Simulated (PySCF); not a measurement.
# 5-bromovaleronitrile, C$_{5}$H$_{8}$BrN

Cartesian coordinates in Å; atom numbers follow the order of the lines, from 1:
```xyz
15

N     2.7895    1.7672    1.5335
C     2.3879    0.7985    1.0436
C     1.8442   -0.3988    0.4106
C     0.5749   -0.1224   -0.3975
C    -0.5732    0.4014    0.4511
C    -1.8323    0.7082   -0.3276
Br   -2.6226   -0.8803   -1.1396
H     2.6259   -0.8299   -0.2346
H     1.6445   -1.1419    1.2008
H     0.2715   -1.0582   -0.8921
H     0.8042    0.5977   -1.2006
H    -0.8061   -0.3167    1.2555
H    -0.2663    1.3383    0.9504
H    -1.6454    1.4043   -1.1566
H    -2.6144    1.1280    0.3168
```

Computed with PySCF, quadratic response CAM-B3LYP/aug-cc-pVDZ first hyperpolarisability, Taylor convention, gas phase. Geometry: PBE0-D3(BJ)/def2-SVP.

The calculation is non-relativistic, which matters for the atoms heavier than Zn.

(1) Give the tensor of the second harmonic β(−2ω;ω,ω) at 1064 nm in the axes of these coordinates.

## Answers

(1) In au, Taylor convention; rows are the first index (the induced dipole):
|  | xx | yy | zz | xy | xz | yz |
| --- | --- | --- | --- | --- | --- | --- |
| x | +46.3 | -3.7 | +13.6 | +30.9 | +20.6 | -4.0 |
| y | +31.6 | +16.6 | +17.5 | -3.5 | -3.9 | -11.3 |
| z | +20.7 | -11.2 | +27.0 | -3.9 | +13.4 | +16.7 |

Norm of βᵢ = ⅓ Σⱼ (βᵢⱼⱼ + βⱼᵢⱼ + βⱼⱼᵢ): 93.0 au, hyper-Rayleigh value 39.3 au.
